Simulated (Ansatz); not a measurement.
CH4AlFOSi (`F[SiH]1O[CH2][AlH]1`) from Hartree–Fock to CCSD(T)

```json
{"atom": "F1", "x (Å)": "1.319", "y (Å)": "-0.649", "z (Å)": "2.126"}
{"atom": "Si2", "x (Å)": "1.245", "y (Å)": "-0.459", "z (Å)": "0.532"}
{"atom": "O3", "x (Å)": "0.586", "y (Å)": "1.009", "z (Å)": "0.126"}
{"atom": "C4", "x (Å)": "-0.792", "y (Å)": "0.916", "z (Å)": "-0.324"}
{"atom": "Al5", "x (Å)": "-0.842", "y (Å)": "-1.073", "z (Å)": "-0.543"}
{"atom": "H6", "x (Å)": "2.667", "y (Å)": "-0.492", "z (Å)": "0.099"}
{"atom": "H7", "x (Å)": "-0.899", "y (Å)": "1.515", "z (Å)": "-1.234"}
{"atom": "H8", "x (Å)": "-1.454", "y (Å)": "1.356", "z (Å)": "0.430"}
{"atom": "H9", "x (Å)": "-1.829", "y (Å)": "-2.124", "z (Å)": "-1.212"}
```

Total charge 0; spin multiplicity 1. Geometry: relaxed with PBE0-D4/def2-TZVP. Frozen core, restricted reference, the Gaussian-basis code of Ansatz. CBS rows extrapolate triple and quadruple zeta; past MP2 they add the triple-zeta difference.

| basis | HF (Eh) | MP2 corr. |
| --- | --- | --- |
| def2-TZVPP | -745.51584 | -0.83970 |
| def2-QZVPP | -745.54246 | -0.90921 |

**Question.** Estimate the CCSD correlation energy and the (T) correction in each basis where they were run (hartree).

**Answer.** 
```csv
basis,CCSD corr.,(T)
def2-TZVPP,-0.87129,-0.03237
CBS(def2),-0.99229,as TZ
```
